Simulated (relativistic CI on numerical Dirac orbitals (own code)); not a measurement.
Sensitivity of the levels of Hg18+ to α and to the nuclear radius

Computed by Dirac-Coulomb-Breit CI, separate exchange-only KLI orbitals for each configuration, derivatives by finite differences, unscaled Slater integrals, QED left out (own radial code, finite nucleus).

Configuration list (outside the closed core [Kr] 4d10): 4f14 5s2, 4f14 5s 5p, 4f13 5s2 5p, 4f14 5s 5d, 4f14 5p2, 4f13 5p3, 4f14 5d2, 4f13 5p 5d2. Double excitations out of closed p, d and f shells are left out; levels of such configurations are missing from the list, as are those of other unlisted configurations, and high levels can miss mixing partners.

With x = (α/α₀)² − 1 an excitation energy changes as ω = ω₀ + qx; K = 2q/ω₀ is the relative enhancement. Terms are leading LS components, so labels can repeat. The field-shift factor is F = δν/δ⟨r²⟩ for the transition from the lowest level.

Lowest level 4f14 5s2 1S_0.

| Level | ω₀ (cm⁻¹) | q (cm⁻¹) | K | F (GHz/fm²) |
| --- | --- | --- | --- | --- |
| 4f14 5s 5p 3P°_0 | 310040 | 55820 | 0.36 | -718 |
| 4f14 5s 5p 3P°_1 | 336602 | 68520 | 0.407 | -722 |
| 4f13 5s2 5p 3D_3 | 441169 | -426500 | -1.93 | 117 |
| 4f13 5s2 5p 3G_4 | 444969 | -426600 | -1.92 | 117 |
| 4f13 5s2 5p 3G_3 | 474979 | -397200 | -1.67 | 120 |
| 4f13 5s2 5p 3F_2 | 483211 | -393600 | -1.63 | 119 |
| 4f14 5s 5p 3P°_2 | 519211 | 325000 | 1.25 | -779 |
| 4f14 5s 5p 1P°_1 | 596076 | 312600 | 1.05 | -765 |
| 4f13 5s2 5p 3G_5 | 647685 | -156600 | -0.484 | 54.6 |
| 4f13 5s2 5p 3D_2 | 651101 | -154500 | -0.474 | 54.3 |
| 4f13 5s2 5p 1F_3 | 658826 | -157300 | -0.478 | 54.8 |
| 4f13 5s2 5p 3F_4 | 666508 | -155700 | -0.467 | 54.6 |
| 4f13 5s2 5p 3D_1 | 673062 | -126200 | -0.375 | 56.8 |
| 4f13 5s2 5p 3G_4 | 685475 | -126200 | -0.368 | 56.9 |
| 4f13 5s2 5p 3F_2 | 693716 | -127400 | -0.367 | 56.7 |
| 4f13 5s2 5p 3F_3 | 698496 | -126000 | -0.361 | 57 |
| 4f14 5p2 3P_0 | 717886 | 129500 | 0.361 | -1450 |
| 4f14 5p2 3P_1 | 900034 | 387500 | 0.861 | -1510 |
| 4f14 5p2 1D_2 | 904394 | 386000 | 0.854 | -1470 |
| 4f14 5p2 3P_2 | 1088703 | 538600 | 0.99 | -1280 |
| 4f14 5s 5d 3D_1 | 1097952 | 343100 | 0.625 | -770 |
| 4f14 5s 5d 3D_2 | 1113303 | 407000 | 0.731 | -898 |
| 4f14 5s 5d 3D_3 | 1134712 | 381600 | 0.673 | -769 |

At this charge transitions that keep the count of f electrons are usually good to a few per cent. Levels that differ in their count of f electrons can be misplaced by several ten thousand cm⁻¹, since the correlation energy of f electrons is missing or only estimated; rates across such gaps can be off by orders of magnitude.
